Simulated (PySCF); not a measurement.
A side-by-side comparison of computed properties.

First species: C₇H₉FO.
SMILES: `O=C1C[C@@H]2C[C@@H](F)[C@H]1C2`

Second species: BiH2Me, CH5Bi.
Cartesian coordinates in Å at the PBE0-D3(BJ)/def2-SVP level; atoms count from 1:
```xyz
7
CH5Bi angstrom
Bi     0.4890    0.8918    1.0732
H      1.9812    0.8823    0.0683
H     -0.2160    2.1672    0.0186
C     -0.4519   -0.7838   -0.1507
H      0.0995   -1.7126    0.0482
H     -0.4037   -0.5413   -1.2190
H     -1.4982   -0.9035    0.1614
```

Levels: CAM-B3LYP/def2-SVPD for HOMO energy, LUMO energy, HOMO–LUMO gap and static isotropic polarisability; TDDFT CAM-B3LYP/def2-SVPD for lowest singlet excitation; TDA CAM-B3LYP/def2-SVPD for lowest triplet excitation (Tamm–Dancoff); ΔSCF CAM-B3LYP/def2-SVPD for vertical ionisation energy. Geometries: PBE0-D3(BJ)/def2-SVP. Each species is one conformer at its optimised geometry, gas phase (atoms past krypton carry core potentials, spin–orbit coupling is left out); the electronic structure was computed with PySCF and density fitting.

```tsv
property	column X	column Y
HOMO energy	-8.40 eV	-8.75 eV
LUMO energy	0.46 eV	0.33 eV
HOMO–LUMO gap	8.86 eV	9.08 eV
lowest singlet excitation	5.81 eV	4.25 eV
lowest triplet excitation (Tamm–Dancoff)	4.88 eV	3.72 eV
static isotropic polarisability	64.6 au	77.2 au
vertical ionisation energy	9.42 eV	9.54 eV
```

Q: Which column belongs to which species?

A: Column X is the second species and column Y the first. The first has 18 atoms and 68 electrons, the second 7 and 94.

Q: How does each property change from the first species to the second?

A: HOMO energy +0.35 eV; LUMO energy +0.13 eV; HOMO–LUMO gap -0.22 eV; lowest singlet excitation +1.56 eV; lowest triplet excitation (Tamm–Dancoff) +1.16 eV; static isotropic polarisability -12.6 au; vertical ionisation energy -0.12 eV.

On the first: The ΔSCF ionisation energy exceeds −ε(HOMO) by 0.79 eV with CAM-B3LYP. The vertical singlet–triplet gap S1 − T1 is 0.53 eV (TDDFT singlet less Tamm–Dancoff triplet; S1: HOMO→LUMO, weight 0.96; T1: HOMO→LUMO, weight 0.95).

On the second: No computed singlet falls in the visible range (750 to 380 nm, 1.65 to 3.26 eV); S1 lies 2.55 eV above its blue end. The principal polarisabilities are 59.2, 59.8 and 74.8 au; their mean is the isotropic value. Atoms past krypton carry effective core potentials; spin–orbit coupling is left out.
